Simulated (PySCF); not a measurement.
## Vertical excitation energies

Compound: C₅H₉O₄P.
Cartesian coordinates in Å at the PBE0-D3(BJ)/def2-SVP level; atoms count from 1:
```xyz
19
C5H9O4P angstrom
O      0.2226   -2.2843    0.8030
P      0.5982   -0.9118    0.4462
O     -0.5729    0.1800    0.6144
C     -1.8897   -0.2096    0.3012
C     -2.3128   -0.1719   -1.1309
C     -2.7893    0.8779   -0.1601
O      1.1857   -0.6489   -1.0512
C      2.4841   -0.0792   -1.0077
C      2.5972    0.5883    0.3639
O      1.8243   -0.2190    1.2379
H     -2.2697   -1.0025    0.9522
H     -3.0143   -0.9337   -1.4797
H     -1.5520    0.1218   -1.8587
H     -2.3420    1.8717   -0.2374
H     -3.8300    0.8640    0.1727
H      3.2360   -0.8771   -1.1294
H      2.5912    0.6391   -1.8325
H      3.6304    0.6209    0.7354
H      2.1858    1.6119    0.3507
```

Computed with TDDFT PBE0/def2-SVPD, vertical, gas phase, core orbitals frozen in the response in PySCF 2.14.0, density-fitted response routines.

```
state  E (eV)  λ (nm)  ν̃ (cm⁻¹)       f   main configurations (H = HOMO, L = LUMO)
   S1    7.38   167.9      59550  0.0015                     H→L (57%), H→L+1 (34%)
   S2    7.70   161.1      62070  0.0040                     H→L+1 (51%), H→L (36%)
   S3    7.76   159.8      62580   0.035                 H-1→L (47%), H-1→L+1 (31%)
   S4    7.97   155.6      64280   0.021    H-2→L (28%), H→L+2 (19%), H-2→L+1 (16%)
   S5    8.11   152.9      65400  0.0021      H-1→L (28%), H→L+4 (24%), H→L+2 (11%)
   S6    8.15   152.1      65750  0.0076  H→L+2 (42%), H-1→L+1 (20%), H-2→L+1 (15%)
   S7    8.19   151.4      66040  0.0091    H-2→L (29%), H-3→L (18%), H-3→L+1 (14%)
   S8    8.27   149.8      66740   0.019    H-1→L+1 (24%), H→L+3 (22%), H-3→L (13%)
   S9    8.37   148.2      67500  0.0036    H→L+3 (44%), H-2→L (14%), H-2→L+1 (14%)
  S10    8.42   147.3      67880   0.028    H→L+4 (32%), H-3→L+1 (14%), H→L+2 (11%)
```

Triplets, Tamm–Dancoff:

| state | E (eV) | λ (nm) | main configurations (H = HOMO, L = LUMO) |
| --- | --- | --- | --- |
| T1 | 7.15 | 173.5 | H→L+1 (39%), H→L (36%) |
| T2 | 7.46 | 166.1 | H-1→L+1 (36%), H-1→L (23%), H-3→L+1 (12%) |
| T3 | 7.59 | 163.4 | H→L (46%), H→L+1 (30%), H-2→L+1 (9%) |
| T4 | 7.67 | 161.6 | H-2→L (23%), H-2→L+1 (19%), H→L+1 (11%) |

The lowest singlet lies at 7.38 eV (168 nm, vacuum ultraviolet) and is very weak; its leading configuration is HOMO→LUMO (57%). The most intense listed level is S3 at 7.76 eV (160 nm, f = 0.035), 0.38 eV above S1. Löwdin shares by element: HOMO carbon 37% or more, oxygen 36% or more (atoms not listed hold the other 27%); LUMO carbon 30% or more, oxygen 8% or more, hydrogen 8% or more (atoms not listed hold the other 55%). Weighted by f, the mean energy of these states is 8.08 eV. The listed states span 1.03 eV, and the widest gap between neighbours is 0.31 eV (S1 to S2). The oscillator strengths of these states sum to 0.130; summed over the whole spectrum of an exact calculation they would give the number of electrons, 86 (Thomas–Reiche–Kuhn). The vertical ionisation energy (ΔSCF) is 9.88 eV, 1.47 eV above S10. Only the lowest 10 singlets were computed, as vertical energies without vibronic structure.

One conformer stands for the species.
